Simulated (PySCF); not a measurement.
CH3Cl, charge +1, doublet, geometry from GFN2-xTB (a state made from the parent by changing its charge; the spin is typed, not shown lowest); X3LYP/def2-SV(P) (PySCF).

The PySCF input:
```python
from pyscf import gto, scf, dft

mol = gto.Mole()
mol.atom = '''
    C    -1.082671   -0.021148   -0.031958
    Cl    0.640655    0.012514    0.018911
    H    -1.428599   -0.674423   -0.850335
    H    -1.486111   -0.405169    0.919851
    H    -1.480403    0.993740   -0.199249
'''
mol.basis = 'def2-sv(p)'
mol.charge = 1
mol.spin = 1
mol.verbose = 4
mol.build()

mf = dft.UKS(mol)
mf.xc = 'x3lyp'
mf.kernel()
mf.analyze()
```

The log (banner, timings and long lists left out):

```
PySCF version 2.14.0

[INPUT] verbose = 4
[INPUT] num. atoms = 5
[INPUT] num. electrons = 25
[INPUT] charge = 1
[INPUT] spin (= nelec alpha-beta = 2S) = 1
[INPUT] symmetry False subgroup None
[INPUT] Mole.unit = angstrom
[INPUT] Symbol           X                Y                Z      unit          X                Y                Z       unit  Magmom
[...]
nuclear repulsion = 52.3227208302594
number of shells = 20
number of NR pGTOs = 72
number of NR cGTOs = 38
basis = def2-sv(p)
ecp = {}

******** <class 'pyscf.dft.uks.UKS'> ********
method = UKS
initial guess = minao
damping factor = 0
level_shift factor = 0
DIIS = <class 'pyscf.scf.diis.CDIIS'>
diis_start_cycle = 1
diis_space = 8
diis_damp = 0
SCF conv_tol = 1e-09
SCF conv_tol_grad = None
SCF max_cycles = 50
direct_scf = True
direct_scf_tol = 1e-13
number electrons alpha = 13  beta = 12
XC library pyscf.dft.libxc version 7.1.2
    S. Lehtola, C. Steigemann, M. J. T. Oliveira, and M. A. L. Marques,  SoftwareX 7, 1–5 (2018)
XC functionals = x3lyp
    X. Xu and W. A. Goddard,  Proc. Natl. Acad. Sci. U. S. A. 101, 2673 (2004)
radial grids:
    Treutler-Ahlrichs [JCP 102, 346 (1995); DOI:10.1063/1.469408] (M4) radial grids

becke partition: Becke, JCP 88, 2547 (1988); DOI:10.1063/1.454033
pruning grids: <function nwchem_prune>
grids dens level: 3
symmetrized grids: False
atomic radii adjust function: <function treutler_atomic_radii_adjust>
small_rho_cutoff = 0
Set gradient conv threshold to 3.16228e-05
tot grids = 62424
init E= -499.870089695516

cycle= 1 E= -499.439632032399  delta_E= 0.43  |g|= 0.162  |ddm|= 1.47
cycle= 2 E= -499.448422432586  delta_E= -0.00879  |g|= 0.112  |ddm|= 0.353
cycle= 3 E= -499.455191240249  delta_E= -0.00677  |g|= 0.0174  |ddm|= 0.142
cycle= 4 E= -499.455309966595  delta_E= -0.000119  |g|= 0.0117  |ddm|= 0.032
cycle= 5 E= -499.455396901325  delta_E= -8.69e-05  |g|= 0.00384  |ddm|= 0.0142
cycle= 6 E= -499.455406073439  delta_E= -9.17e-06  |g|= 0.000914  |ddm|= 0.00434
cycle= 7 E= -499.455406755963  delta_E= -6.83e-07  |g|= 0.000229  |ddm|= 0.00146
cycle= 8 E= -499.45540680305  delta_E= -4.71e-08  |g|= 4.04e-05  |ddm|= 0.000424
cycle= 9 E= -499.455406807412  delta_E= -4.36e-09  |g|= 1.86e-05  |ddm|= 0.000159
cycle= 10 E= -499.455406810533  delta_E= -3.12e-09  |g|= 1.64e-05  |ddm|= 0.000144
cycle= 11 E= -499.455406813624  delta_E= -3.09e-09  |g|= 1.63e-05  |ddm|= 0.000145
cycle= 12 E= -499.455406815748  delta_E= -2.12e-09  |g|= 1.62e-05  |ddm|= 9.96e-05
cycle= 13 E= -499.45540681897  delta_E= -3.22e-09  |g|= 1.63e-05  |ddm|= 0.000151
cycle= 14 E= -499.455406800624  delta_E= 1.83e-08  |g|= 1.62e-05  |ddm|= 0.000862
cycle= 15 E= -499.455406513398  delta_E= 2.87e-07  |g|= 2.22e-05  |ddm|= 0.0145
cycle= 16 E= -499.455406638963  delta_E= -1.26e-07  |g|= 1.52e-05  |ddm|= 0.0066
cycle= 17 E= -499.455406033695  delta_E= 6.05e-07  |g|= 0.000131  |ddm|= 0.0373
cycle= 18 E= -499.45540587872  delta_E= 1.55e-07  |g|= 0.000237  |ddm|= 0.0115
cycle= 19 E= -499.455405881224  delta_E= -2.5e-09  |g|= 0.000204  |ddm|= 0.00106
cycle= 20 E= -499.455405809607  delta_E= 7.16e-08  |g|= 0.000198  |ddm|= 0.00902
cycle= 21 E= -499.455405624651  delta_E= 1.85e-07  |g|= 0.000351  |ddm|= 0.0284
cycle= 22 E= -499.455405730338  delta_E= -1.06e-07  |g|= 0.000185  |ddm|= 0.0132
cycle= 23 E= -499.455405754031  delta_E= -2.37e-08  |g|= 0.000106  |ddm|= 0.00114
cycle= 24 E= -499.455405730069  delta_E= 2.4e-08  |g|= 4.81e-05  |ddm|= 0.0113
cycle= 25 E= -499.455405731237  delta_E= -1.17e-09  |g|= 1.37e-05  |ddm|= 0.000416
cycle= 26 E= -499.455405730584  delta_E= 6.53e-10  |g|= 5.41e-06  |ddm|= 0.000574
Extra cycle  E= -499.455405730615  delta_E= -3.14e-11  |g|= 2.76e-06  |ddm|= 1.2e-05
converged SCF energy = -499.455405730615  <S^2> = 0.75253321  2S+1 = 2.0025316
**** SCF Summaries ****
Total Energy =                        -499.455405730615439
Nuclear Repulsion Energy =              52.322720830259392
One-electron Energy =                 -783.209454192659905
Two-electron Energy =                  231.431327631785109
Two-electron Coulomb Energy =          265.793169470346243
DFT Exchange-Correlation Energy =      -34.361841838561119
**** MO energy ****
                             alpha | beta                alpha | beta
[...]
To work with the spin densities directly, `use mulliken_meta_spin()` only printing them here.

 ** Mulliken spin pop alpha/beta on meta-lowdin orthogonal AOs **
 ** Mulliken Spin Density (per AO)  **
spin_pop of  0 C 1s       -0.00000
spin_pop of  0 C 2s       -0.00477
spin_pop of  0 C 3s        0.00025
spin_pop of  0 C 2px      -0.01558
spin_pop of  0 C 2py      -0.00425
spin_pop of  0 C 2pz       0.06603
spin_pop of  0 C 3px       0.00011
spin_pop of  0 C 3py       0.00022
spin_pop of  0 C 3pz       0.00138
spin_pop of  0 C 3dxy     -0.00002
spin_pop of  0 C 3dyz      0.00039
spin_pop of  0 C 3dz^2     0.00014
spin_pop of  0 C 3dxz      0.00042
spin_pop of  0 C 3dx2-y2   -0.00009
spin_pop of  1 Cl 1s       -0.00000
spin_pop of  1 Cl 2s       -0.00000
spin_pop of  1 Cl 3s        0.00664
spin_pop of  1 Cl 4s        0.00004
spin_pop of  1 Cl 2px      -0.00000
spin_pop of  1 Cl 2py       0.00000
spin_pop of  1 Cl 2pz       0.00004
spin_pop of  1 Cl 3px       0.00905
spin_pop of  1 Cl 3py       0.01703
spin_pop of  1 Cl 3pz       0.79313
spin_pop of  1 Cl 4px       0.00037
spin_pop of  1 Cl 4py       0.00039
spin_pop of  1 Cl 4pz       0.00244
spin_pop of  1 Cl 3dxy     -0.00001
spin_pop of  1 Cl 3dyz      0.00004
spin_pop of  1 Cl 3dz^2     0.00056
spin_pop of  1 Cl 3dxz     -0.00033
spin_pop of  1 Cl 3dx2-y2   -0.00006
spin_pop of  2 H 1s        0.06223
spin_pop of  2 H 2s        0.00175
spin_pop of  3 H 1s        0.06295
spin_pop of  3 H 2s        0.00177
spin_pop of  4 H 1s       -0.00225
spin_pop of  4 H 2s       -0.00001
 ** Mulliken Spin Density (per atom)  **
spin density of  0 C =      0.04423
spin density of  1 Cl =      0.82934
spin density of  2 H =      0.06398
spin density of  3 H =      0.06471
spin density of  4 H =     -0.00226
 ** Mulliken pop alpha/beta on meta-lowdin orthogonal AOs **
 ** Mulliken pop       alpha | beta **
[...]
In total            13.00000 | 12.00000
 ** Mulliken atomic charges   ( Nelec_alpha | Nelec_beta ) **
charge of  0C =     -0.21678  (     3.13051      3.08628 )
charge of  1Cl =      0.59973  (     8.61480      7.78547 )
charge of  2H =      0.21763  (     0.42317      0.35920 )
charge of  3H =      0.21803  (     0.42334      0.35863 )
charge of  4H =      0.18139  (     0.40817      0.41044 )

WARN: System has nonzero charge 1; the dipole moment is origin-dependent.
Location of origin: [0. 0. 0.]

Dipole moment(X, Y, Z, Debye): -1.81692, -0.21699, -0.02424
```
